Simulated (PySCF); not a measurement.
H$_{4}$Sn, charge +1, doublet, at a GFN2-xTB geometry (such geometries of metal compounds can be far from the true shape) (a state made from the parent by changing its charge; the spin is typed, not shown lowest) (core potentials on Sn), with bond 2-1 at 1.3 times its length. Base run: PBE0/def2-SV(P) (PySCF).

PySCF was given this input:
```python
from pyscf import gto, scf, dft

mol = gto.Mole()
mol.atom = '''
    Sn   -0.000000    0.000000    0.000000
    H    -1.086230    1.652160   -1.085108
    H    -0.209306   -1.210320   -1.225304
    H    -0.186072   -1.062305    1.359021
    H     1.230939    1.001732    0.700982
'''
mol.basis = 'def2-sv(p)'
mol.ecp = {'Sn': 'def2-sv(p)'}
mol.charge = 1
mol.spin = 1
mol.verbose = 4
mol.build()

mf = dft.UKS(mol)
mf.xc = 'pbe0'
mf.kernel()
```

Variants of this job, named by their change:

```json
[
 {"change": "base", "ΔE vs base (mEh)": "0.000", "SCF cycles": "13", "<S^2>": "0.782", "outcome": "converged"},
 {"change": "init_guess = vsap", "ΔE vs base (mEh)": "-", "SCF cycles": "-", "<S^2>": "-", "outcome": "input refused"},
 {"change": "level_shift = 0.5 (with mf.max_cycle = 100)", "ΔE vs base (mEh)": "0.000", "SCF cycles": "40", "<S^2>": "0.782", "outcome": "converged"},
 {"change": "conv_tol = 1e-11", "ΔE vs base (mEh)": "0.000", "SCF cycles": "15", "<S^2>": "0.782", "outcome": "converged"},
 {"change": "DIIS = ADIIS", "ΔE vs base (mEh)": "0.000", "SCF cycles": "26", "<S^2>": "0.782", "outcome": "converged"},
 {"change": "level_shift = 0.1 (with mf.max_cycle = 100)", "ΔE vs base (mEh)": "0.000", "SCF cycles": "18", "<S^2>": "0.782", "outcome": "converged"},
 {"change": "init_guess = 1e", "ΔE vs base (mEh)": "0.000", "SCF cycles": "15", "<S^2>": "0.782", "outcome": "converged"},
 {"change": "conv_tol = 1e-12", "ΔE vs base (mEh)": "0.000", "SCF cycles": "16", "<S^2>": "0.782", "outcome": "converged"},
 {"change": "conv_tol = 1e-6", "ΔE vs base (mEh)": "0.000", "SCF cycles": "11", "<S^2>": "0.782", "outcome": "converged"},
 {"change": "level_shift = 1.0 (with mf.max_cycle = 100)", "ΔE vs base (mEh)": "0.000", "SCF cycles": "70", "<S^2>": "0.782", "outcome": "converged"},
 {"change": "init_guess = huckel", "ΔE vs base (mEh)": "0.000", "SCF cycles": "13", "<S^2>": "0.782", "outcome": "converged"},
 {"change": "diis_space = 4", "ΔE vs base (mEh)": "0.000", "SCF cycles": "15", "<S^2>": "0.782", "outcome": "converged"},
 {"change": "solver = newton; init_guess = 1e", "ΔE vs base (mEh)": "0.000", "SCF cycles": "-", "<S^2>": "0.782", "outcome": "converged"}
]
```

Open shells are given as the SCF converged; they aren't shown to be the lowest states, and a large step between rows can be another state.

- init_guess = vsap: ended with `AssertionError: ECP or PP not supported`
